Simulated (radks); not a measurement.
The numbers below are computed, except where a source is named.
The mean radii <r> (bohr) of the occupied orbitals of an atom or ion are listed with their occupations. Code: a radial shooting solver on a logarithmic mesh with Libxc functionals. Model: Dirac Kohn-Sham, BLYP, spin-unpolarised, spherical densities, point nucleus.

orbital      occ.      <r>
1s1/2           2  0.01966
2s1/2           2  0.08274
2p1/2           2  0.06872
2p3/2           4  0.07622
3s1/2           2   0.2163
3p1/2           2   0.2061
3p3/2           4   0.2201
3d3/2           4   0.1935
3d5/2           6   0.1978
4s1/2           2   0.4874
4p1/2           2   0.4951
4p3/2           4   0.5274
4d3/2           4   0.5521
4d5/2           6   0.5635
5s1/2           2    1.190
5p1/2           2    1.334
5p3/2           4    1.442
4f5/2     5.57143   0.7306
4f7/2     7.42857   0.7457
6s1/2           2    3.469
6p1/2    0.333333    4.648
6p3/2    0.666667    5.080

Name the element and its charge. Open shells, if any, are shared by 2j + 1.

Answer. Z = 70, ytterbium, charge 0: Yb in [Xe] 4f13 6s2 6p1. The 1s radius gives Z: for a bare nucleus <r> = (2 gamma + 1)/(2Z) with gamma = sqrt(1 - (Z/c)^2), 0.01942 bohr for Z = 70, and screening makes it slightly larger (0.01966 here). The occupations add up to 70, and the charge is Z minus that.
